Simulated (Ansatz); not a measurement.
Basis-set extrapolation for C3H11NSi (`CC(C)N[SiH3]`) (PBE0-D4/def2-TZVP geometry, frozen core, Ansatz 0.2.0). Multiplicity 1, RHF reference.

```json
{"": "HF", "def2-TZVPP": "-463.486362", "def2-QZVPP": "-463.504239"}
{"": "MP2 correlation", "def2-TZVPP": "-0.875214", "def2-QZVPP": "-0.932624"}
{"": "CCSD(T) correlation", "def2-TZVPP": "-0.971843", "def2-QZVPP": "not run"}
```

Energies in hartree. Use E(X) = E(∞) + A·exp(−7.88·√X) for Hartree–Fock and E(X) = E(∞) + B·X^(−2.97) for correlation, with X = 3 and 4, and add CCSD(T) minus MP2 of the smaller set to the MP2 limit.

**Question.** What is the CCSD(T) energy at the basis-set limit?

**Answer.** HF limit: -463.504239 + (-0.017877) × 0.13774 = -463.50670. MP2 limit: -0.932624 + (-0.057410) × 0.74074 = -0.97515. Higher-order term: -0.971843 − (-0.875214) = -0.09663. Total: -464.57848 hartree, 3.27 eV below CCSD(T)/def2-TZVPP.
